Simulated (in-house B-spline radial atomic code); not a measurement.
Atomic self-consistent-field run: Ce5+ (an excited or competing configuration). Computed with a B-spline radial code for spherical atoms: scalar-relativistic (X2C) PBE0, spin-polarised, spherical fractional occupations, exact exchange averaged over the configuration, Fermi nucleus of rms radius 4.8771 fm.

Command:
```bash
python run_scf.py task.json out
```
Settings (nuclear radius in fm, mass in u):
```
Z                58
configuration    [Ar] 3d9 4s2 4p6 4d10 5s2 5p5 6p1
hamiltonian      x2c
method           pbe0
spin_polarised   True
nucleus          fermi
rms_radius       4.8771
atomic_mass      139.90545
speed_of_light   137.035999084
exact_exchange   averaged over the configuration
```

Output (hartree, bohr):
```
 radial grid: 71 intervals, B-splines of order 8, outer radius 33.6842 bohr

 iter        energy (Eh)    residual
    1       -8795.527891    1.02e+00
    2       -8812.641521    7.25e-01
    3       -8819.726786    1.68e-01
    4       -8820.201419    4.32e-02
    5       -8820.224329    2.14e-02
    6       -8820.232024    1.29e-03
    7       -8820.232050    1.69e-04
    8       -8820.232050    1.22e-05
    9       -8820.232050    4.86e-07

 total energy                     -8820.23205
 kinetic                            9469.4988
 electron-nucleus                 -21317.1587
 Hartree                            3233.7640
 exact exchange                      -50.4120
 exchange-correlation               -155.9242

 orbital      occ     eigenvalue          <r>       <r^2>       <1/r>       r_max
 1s up      1.000     -1485.4409    0.0239134 0.000786855     67.1536     0.01495
 1s down    1.000     -1485.4338    0.0239132  0.00078684     67.1539     0.01495
 2s up      1.000      -242.9243     0.104573   0.0129654     15.3924     0.08893
 2s down    1.000      -242.7941     0.104542   0.0129575     15.3977     0.08891
 2p up      3.000      -218.2515     0.091998   0.0103458     13.9229      0.0713
 2p down    3.000      -218.1369    0.0919601   0.0103365     13.9275     0.07129
 3s up      1.000       -55.8760     0.276381   0.0873927     5.52919      0.2537
 3s down    1.000       -55.7159     0.276558   0.0875029     5.52326      0.2538
 3p up      3.000       -47.9668      0.27399   0.0870822      5.1029       0.248
 3p down    3.000       -47.7876     0.274241   0.0872394      5.0963      0.2481
 3d up      5.000       -36.7332     0.250658   0.0739126     4.80681      0.2038
 3d down    4.000       -36.5723     0.251463   0.0744902     4.79634       0.204
 4s up      1.000       -13.7564     0.624696    0.439885     2.30484      0.5849
 4s down    1.000       -13.7245     0.625291    0.440653     2.30163      0.5856
 4p up      3.000       -11.0837     0.657137    0.490214     2.10647      0.6079
 4p down    3.000       -11.0518     0.658057    0.491538     2.10284      0.6088
 4d up      5.000        -7.1749     0.711694    0.584818     1.85645      0.6332
 4d down    5.000        -7.1421     0.711702    0.585018     1.86106      0.6348
 5s up      1.000        -3.8850      1.38934     2.15113    0.967774       1.298
 5s down    1.000        -3.8115      1.38961     2.15307    0.968641       1.297
 5p up      3.000        -3.0855      1.53178     2.62328    0.861532       1.418
 5p down    2.000        -3.0302      1.53393     2.63161     0.86121       1.419
 6p up      1.000        -1.3430      3.13466     10.8752    0.414334       3.039
```

Run time, properties included: 0.28 s on 1 thread of Intel(R) Xeon(R) Platinum 8488C, with other jobs on the host.

One-electron X2C: radii and densities carry no picture-change correction, so inner-shell <1/r> comes out high (for 1s by about 2 % at Z = 33, 5 % at 54, 10 % at 75, 30 % at 118) and <r> low.
